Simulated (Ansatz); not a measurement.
One change: `B[SiH2]C[SiH3]` becomes `[SiH3]C[SiH2]C=S`.

Ansatz, PBE0-D4/def2-TZVP geometries, multiplicity 1. Each molecule was computed in one conformer, which needn't be the lowest.

```csv
property,`B[SiH2]C[SiH3]`
size of the dipole moment (ωB97M-V/def2-TZVPP) / D,1.12
LUMO energy (ωB97M-V/def2-TZVPP) / eV,-0.47
LUMO energy (PBE0/def2-TZVPP) / eV,-2.43
HOMO energy (ωB97M-V/def2-TZVPP) / eV,-10.16
HOMO–LUMO gap (PBE/def2-TZVPP) / eV,3.39
HOMO energy (PBE0/def2-TZVPP) / eV,-8.02
```

Problem. What does the change do to each property? (Estimate.)

Solution. Ansatz gave: 
```tsv
property	`[SiH3]C[SiH2]C=S`	shift
size of the dipole moment (ωB97M-V/def2-TZVPP) / D	1.41	0.29
LUMO energy (ωB97M-V/def2-TZVPP) / eV	-0.59	-0.12
LUMO energy (PBE0/def2-TZVPP) / eV	-2.76	-0.33
HOMO energy (ωB97M-V/def2-TZVPP) / eV	-8.67	1.49
HOMO–LUMO gap (PBE/def2-TZVPP) / eV	1.60	-1.79
HOMO energy (PBE0/def2-TZVPP) / eV	-6.49	1.53
```

With PBE0 the HOMO rises by 1.53 eV and the LUMO falls by 0.33 eV, so the gap narrows by about 1.86 eV. PBE moves the HOMO by 1.54 eV and ωB97M-V by 1.49 eV. Dipoles are sizes alone; their direction can turn.
